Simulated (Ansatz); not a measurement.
Start from `[CH3][Ge]([OH])([F])[Cl]` and change one atom or group to get `[CH3][GeH]([OH])[F]`.

Ansatz, PBE0-D4/def2-TZVP geometries, multiplicity 1. Each molecule was computed in one conformer, which needn't be the lowest.

Scalar relativity is left out up to krypton.

| property | `[CH3][Ge]([OH])([F])[Cl]` |
| --- | --- |
| size of the dipole moment (ωB97M-V/def2-TZVPP) / D | 1.72 |
| LUMO energy (PBE/def2-TZVPP) / eV | -1.15 |
| LUMO energy (PBE0/def2-TZVPP) / eV | -0.12 |
| LUMO energy (ωB97M-V/def2-TZVPP) / eV | 1.70 |
| LUMO energy (B3LYP/def2-TZVPP) / eV | -0.49 |
| HOMO–LUMO gap (B3LYP/def2-TZVPP) / eV | 8.46 |

(1) Give the same properties after the change, and the shifts. (An estimate is asked.)

Answers

(1) Computed: 
```json
{"property": "size of the dipole moment (ωB97M-V/def2-TZVPP) / D", "`[CH3][GeH]([OH])[F]`": "1.89", "shift": "0.17"}
{"property": "LUMO energy (PBE/def2-TZVPP) / eV", "`[CH3][GeH]([OH])[F]`": "-0.29", "shift": "0.86"}
{"property": "LUMO energy (PBE0/def2-TZVPP) / eV", "`[CH3][GeH]([OH])[F]`": "0.64", "shift": "0.76"}
{"property": "LUMO energy (ωB97M-V/def2-TZVPP) / eV", "`[CH3][GeH]([OH])[F]`": "2.25", "shift": "0.55"}
{"property": "LUMO energy (B3LYP/def2-TZVPP) / eV", "`[CH3][GeH]([OH])[F]`": "0.27", "shift": "0.76"}
{"property": "HOMO–LUMO gap (B3LYP/def2-TZVPP) / eV", "`[CH3][GeH]([OH])[F]`": "8.96", "shift": "0.50"}
```

With PBE0 the HOMO rises by 0.31 eV and the LUMO rises by 0.76 eV, so the gap widens by about 0.45 eV. PBE moves the HOMO by 0.33 eV and ωB97M-V by 0.31 eV. Dipoles are sizes alone; their direction can turn.

B3LYP here is the variant with VWN-RPA as its local correlation; programs differ in this.
